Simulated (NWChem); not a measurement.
# CH$_{4}$BeO; SMILES C[O][BeH]

```xyz
7

Be    -0.0122     1.6436    -0.0028
H     -0.0322     2.9825    -0.0063
O      0.0085     0.2406     0.0015
C     -0.0041    -1.1430    -0.0006
H      0.8911    -1.5553     0.5177
H     -0.9064    -1.5394     0.5177
H     -0.0073    -1.5449    -1.0391
```
Atoms are numbered in this order, from 1.

Geometry: optimised at PBE-D3(BJ)/def2-SVP.

 Unshifted, non-relativistic core excitations; the lowest 4 roots alone, so stronger bands may lie above.

Question: List the first C K-edge excitations from BHandHLYP/6-311G** (spherical d), restricted-window TDA (NWChem).

Answer: 
```tsv
state	energy (eV)	dipole oscillator strength	leading excitation (squared amplitude)
S1	287.2	0.0292	1s of atom 4 or its equivalents → LUMO+2 (0.68)
S2	287.8	0.0326	1s of atom 4 or its equivalents → LUMO (0.55)
S3	287.8	0.0327	1s of atom 4 or its equivalents → LUMO+1 (0.55)
S4	288.2	0.0083	1s of atom 4 or its equivalents → LUMO+3 (0.70)
```
